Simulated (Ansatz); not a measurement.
Reaction (formal exchange of groups at a B–C bond): `OBC(F)[SiH3]` + `CCBr` → `OBCCBr` + `FC[SiH3]`

Isolated molecules relaxed with PBE0-D4/def2-TZVP in Ansatz; ΔE leaves out vibrations. CCSD(T)/CBS adds triple-zeta CCSD(T) − MP2 to the extrapolated MP2 energy (def2 sets, frozen cores). DFT in def2-TZVPP. B3LYP here is the variant with VWN-RPA as its local correlation; programs differ in this. For Br outer-core shells are correlated without core-valence functions, which leaves a few kJ/mol of doubt a bond. Scalar relativity is left out up to krypton. One conformer a species, not always the lowest.

`OBC(F)[SiH3]`:

Z-matrix (Å, degrees):
```
C
B 1 1.563
Si 1 1.906 2 111.9
F 1 1.403 2 111.8 3 -121.3
H 1 1.099 2 110.5 3 118.6
O 2 1.354 1 117.4 3 -66.5
H 2 1.200 1 121.2 3 111.7
H 3 1.485 1 108.8 2 65.7
H 3 1.486 1 110.0 2 -54.2
H 3 1.485 1 109.0 2 -174.1
H 6 0.959 2 113.5 1 178.3
```

`CCBr`:

```xyz
8

C    -0.054   -0.026    0.807
C     0.208    0.128   -0.668
Br   -1.154   -0.770   -1.736
H     0.729    0.490    1.371
H    -0.051   -1.077    1.101
H    -1.016    0.406    1.085
H     1.153   -0.318   -0.972
H     0.185    1.168   -0.988
```

`OBCCBr`:

```xyz
11

O     0.361   -1.745    0.464
B     0.314   -1.010   -0.670
C    -0.296    0.435   -0.603
C    -0.371    1.065    0.768
Br    1.407    1.545    1.421
H     0.724   -2.624    0.339
H     0.683   -1.490   -1.710
H    -1.323    0.340   -0.994
H     0.208    1.102   -1.308
H    -0.932    1.997    0.779
H    -0.774    0.385    1.515
```

`FC[SiH3]`:

```xyz
8

F    -1.792   -0.605    0.411
C    -0.668    0.167    0.687
Si    0.669   -0.121   -0.625
H    -0.306   -0.101    1.685
H    -0.974    1.218    0.715
H     1.840    0.729   -0.276
H     0.157    0.262   -1.965
H     1.074   -1.549   -0.633
```

```tsv
level	ΔE (eV)
r2SCAN-D4	0.11
PBE	0.12
B3LYP	0.11
CCSD/def2-TZVPP	0.06
CCSD(T)/def2-TZVPP	0.06
HF/def2-QZVPP	0.07
SCS-MP2/def2-QZVPP	0.05
HF/CBS(def2)	0.07
```

**Question.** What does CCSD(T)/CBS give? (Best estimate.)

**Answer.** Computed: +0.06 eV. The listed levels differ from it by 0.05, 0.06, 0.05, 0.00, 0.00, 0.01, -0.01, 0.01 eV.

Largest T1 diagnostic among the species: 0.013.
